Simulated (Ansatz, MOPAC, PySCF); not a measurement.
Pair of molecules: GeH4 (SMILES [GeH4]) (first 5 atoms) with CH2O2 (SMILES O=CO); geometry from B3LYP-D3(BJ)/def2-TZVP, rigid monomers moved along the line of their centres of mass till H5···H10 is 2.69 Å.
(charge 0, multiplicity 1):
```csv
atom,x (Å),y (Å),z (Å)
Ge,-0.2849,0.1427,0.1368
H,-0.8139,-0.2185,-1.2618
H,-0.6826,1.5760,0.4963
H,1.2322,-0.0508,0.1921
H,-0.9535,-0.8310,1.1351
O,0.9584,0.9021,3.9550
C,0.5349,0.2396,4.8604
O,-0.3381,-0.7690,4.7406
H,0.8085,0.3728,5.9148
H,-0.5629,-0.8638,3.7962
```

Interaction energies are E(AB) − E(A) − E(B) at the monomers' geometry in the complex; basis-set methods are counterpoise corrected. Rows marked so take none.

Rows in 3-21G carry no dispersion term and start afresh at each structure; the Pople sets are all-electron and without relativity. The state that PM7 reach isn't checked; PM7 holds dispersion and hydrogen-bond terms.

Programs: Ansatz (an electronic-structure program); MOPAC for PM7 (differences of heats of formation); PySCF for 3-21G rows, the dispersion terms. Each number belongs to the level named beside it.

Question: One of these levels gives -10.4 kJ/mol for the interaction energy. Name it.
A. PM7
B. HF/3-21G (no counterpoise)
C. PBE-D4/def2-TZVPPD

Answer: B, HF/3-21G (no counterpoise). The others give -1.8 (PM7), -6.4 (PBE-D4/def2-TZVPPD)
